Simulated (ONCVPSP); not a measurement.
What one change does to a pseudopotential (molybdenum (Mo), ONCV)

| Property | Result |
| --- | --- |
| Element | molybdenum |
| Generator | ONCVPSP 4.0.1 |
| Type | optimised norm-conserving Vanderbilt (ONCV) |
| Functional | PBE |
| Relativity | fully relativistic |
| Frozen core | [Ar] 3d10 |
| Valence charge | 14 |
| Reference configuration | 4s2 4p6 4d5 5s1 |
| Partial waves | 4s+5s: rc 1.80 bohr, ncon 5, nbas 8, qcut 6.8 1/bohr, 2 projectors; 4p: rc 1.95 bohr, ncon 4, nbas 8, qcut 5.5 1/bohr, 1 projector; 4d: rc 1.70 bohr, ncon 4, nbas 9, qcut 5.6 1/bohr, 2 projectors, debl 1.9 Ha |
| Local potential | polynomial inside 1.55 bohr (lpopt 5, dvloc0 4 Ha) |
| Core correction | polynomial model core, fcfact 0.7 |

Open shells are filled in proportion to 2j + 1.

Change: local potential polynomial inside 1.15 bohr (lpopt 5, dvloc0 0 Ha).

Cutoffs: the cutoffs (Ha) at which the residual kinetic energy of the hardest occupied pseudo-wave falls to 1 and 0.1 mHa per electron; they do not see the model core or the augmentation charge, which bear on the density cutoff. Errors are all-electron minus pseudo energies relative to the spin-unpolarised reference configuration.

Task: How do hardness, ghosts and transferability respond?

Result: The potential gets neither clearly harder nor softer (19 Ha and 92 Ha → 19 Ha and 92 Ha); of the 4 tests that both files solve, the error grows in 2 and shrinks in 0 by more than 15 % and 0.3 meV (median size 5.4 → 6.6 meV); neither file shows a bound ghost.

```tsv
quantity	base	changed
cutoff, loose	19 Ha	19 Ha
cutoff, tight	92 Ha	92 Ha
bound ghosts	none	none
GHOST(+) flags under 300 eV	none	s at 177.1 eV
error for 4s2 4p6 4d5 5s0, meV [ΔE 6.89 eV]	-0.4	-0.4
error for 4s2 4p6 4d4 5s0, meV [ΔE 22.35 eV]	+0.5	+0.6
error for 4s2 4p6 4d3 5s0, meV [ΔE 49.09 eV]	+10	+13
error for 4s2 4p6 4d4 5s1 5p1, meV [ΔE 3.74 eV]	+19	+70
s: phases at 1.83 bohr within 0.05 rad from the reference energy up to (Ha; the scan ends near 5)	to the end of the scan	to the end of the scan
p3/2: phases at 1.98 bohr within 0.05 rad from the reference energy up to (Ha; the scan ends near 5)	0.8	0.3
p1/2: phases at 1.98 bohr within 0.05 rad from the reference energy up to (Ha; the scan ends near 5)	0.9	0.3
d5/2: phases at 1.73 bohr within 0.05 rad from the reference energy up to (Ha; the scan ends near 5)	to the end of the scan	to the end of the scan
d3/2: phases at 1.73 bohr within 0.05 rad from the reference energy up to (Ha; the scan ends near 5)	to the end of the scan	to the end of the scan
rms error of d²Exc/dni dnj with the model core, mHa	3.46	3.46
```
